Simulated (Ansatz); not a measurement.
Job for Ansatz (a first-principles code): U-PBE/def2-TZVPP on ClFSn (SMILES [F][Sn][Cl]), a point of a bond scan (R = 2.634 Å). Elements past Kr take the def2 small-core potentials; no spin–orbit coupling.

Ansatz 0.2 input:
```yaml
crystal:
  periodic: [false, false, false]
  atoms:
    - {symbol: Sn, position_ang: [0.19089247, 0.14887198, 0.49762971]}
    - {symbol: F, position_ang: [1.15797244, 1.86868657, -1.24785926]}
    - {symbol: Cl, position_ang: [-1.04175619, -1.19111043, -1.04256235]}
basis:
  gaussian:
    orbitals: def2-TZVPP
hamiltonian:
  xc: {name: PBE}
magnetization: {spin_polarized: true, initial_magnetization: 0}
```

The head of its log:

```
WARN ansatz: RAYON_NUM_THREADS=1 ignored (pool sized by the plan → 1); use --threads N
Functional definition: PBE
integrals: 0.04 GiB planned
838 factors; their error is unknown
mean field: 0.38 GiB planned
mean field evaluation 1: about -21060.1468 eV, gradient 3.9e1 eV
mean field evaluation 2: about -20749.7644 eV, gradient 1.4e2 eV
```

Question: Give the final energy of this run.

Answer: -774.1716 hartree.
